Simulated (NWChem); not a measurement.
Species: CH4ClFSi; SMILES C[Si@@H](F)Cl

```xyz
8

C     -1.3529    -1.3698    -0.2700
Si     0.0990    -0.4025     0.3794
F      1.4702    -0.9435    -0.3307
Cl    -0.1178     1.5999    -0.1163
H     -1.4294    -1.2590    -1.3701
H     -1.2423    -2.4469    -0.0303
H     -2.2959    -1.0039     0.1833
H      0.2923    -0.5014     1.8585
```
Atoms are numbered in this order, from 1.

Program: NWChem. Pople sets run with spherical d functions. The geometry was optimised at PBE-D3(BJ)/def2-SVP. Vzz is the largest principal value of the second derivative of the potential at the nucleus (NWChem prints the opposite sign); η is the asymmetry. Non-relativistic.

Question: Order these runs by computing time, cheapest first, and give rough ratios: B3LYP/cc-pVTZ; B3LYP/def2-SVP; CAM-B3LYP/def2-TZVP.

Answer: B3LYP/def2-SVP (1), B3LYP/cc-pVTZ (5), CAM-B3LYP/def2-TZVP (30). Ratios are rough, from one shared machine; the cheapest took around 14 core-seconds (rough). What differs between the cheapest and the dearest: Vzz Cl4 (a.u.) 1.974 → 2.091; η Cl4 0.10 → 0.09.
